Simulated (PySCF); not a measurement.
Cartesian coordinates in Å; atom numbers follow the order of the lines, from 1:
```xyz
39

Si    0.507   -0.413    0.817
C     0.626   -0.715    2.674
H    -0.373   -0.742    3.137
H     1.195    0.090    3.164
H     1.138   -1.665    2.900
C     2.263   -0.377    0.140
H     2.719   -1.369    0.290
H     2.894    0.355    0.668
H     2.299   -0.143   -0.934
N    -0.380    1.021    0.374
C    -0.104    2.450    0.466
C     1.198    2.791   -0.260
C    -1.256    3.185   -0.223
C    -0.009    2.914    1.927
H    -1.377    0.830    0.421
H     1.359    3.880   -0.271
H     2.067    2.334    0.232
H     1.163    2.430   -1.299
H    -1.335    2.871   -1.275
H    -1.109    4.276   -0.193
H    -2.214    2.963    0.275
H     0.829    2.417    2.439
H    -0.932    2.660    2.472
H     0.147    4.002    2.001
N    -0.467   -1.736    0.239
C    -0.694   -2.244   -1.111
C     0.395   -3.255   -1.499
C    -2.060   -2.935   -1.136
C    -0.698   -1.095   -2.119
H    -0.610   -2.463    0.933
H     0.220   -3.680   -2.501
H     1.385   -2.774   -1.497
H     0.422   -4.087   -0.778
H    -2.088   -3.766   -0.411
H    -2.283   -3.351   -2.130
H    -2.852   -2.222   -0.865
H     0.271   -0.576   -2.143
H    -1.464   -0.350   -1.864
H    -0.900   -1.481   -3.129
```

[PySCF 2.14: structure optimised with PBE0-D3(BJ)/def2-SVP; shielding tensors at wB97X-D/pcSseg-1 (GIAO); non-relativistic; no solvent model; one computed conformer; fast rotation and ring inversion assumed for equivalent nuclei]

δ = σ(ref) − σ, references computed at the same level: TMS for ¹³C, ¹H, ²⁹Si; NH3 for ¹⁵N.

```
                                                                  atoms  nucleus  count  δ (ppm)
                                                                H15/H30       ¹H      2    -0.05
                                                                    Si1     ²⁹Si      1    -11.2
                                                                C11/C26      ¹³C      2     48.0
                                                                N10/N25      ¹⁵N      2        ?
                                                C12/C13/C14/C27/C28/C29      ¹³C      6     36.0
                                                      H3/H4/H5/H7/H8/H9       ¹H      6     0.14
H16/H17/H18/H19/H20/H21/H22/H23/H24/H31/H32/H33/H34/H35/H36/H37/H38/H39       ¹H     18        ?
                                                                  C2/C6      ¹³C      2      5.0
```

**Question.** Fill in the missing shifts.

**Answer.** 
- H16/H17/H18/H19/H20/H21/H22/H23/H24/H31/H32/H33/H34/H35/H36/H37/H38/H39: 1.14 ppm, hydrogen on a carbon bonded to C
- N10/N25: 78.9 ppm, nitrogen bonded to C, Si, H

Exchangeable OH/NH protons stand at their gas-phase positions; hydrogen bonding in a real sample shifts them, mostly to higher δ. Shifts are as computed. Against solution values, carbons near 30 ppm lie about +1 ppm off and those near 130 ppm about +6 ppm. Of 1313 compounds with measured shifts, 239 miss one by over three times the rms of a fit or turn the order of signals round; such compounds aren't used in these exercises. Experimental scales use liquid or dissolved standards, which lie at an offset from isolated NH3 (liquid NH3: subtract about 20 ppm).
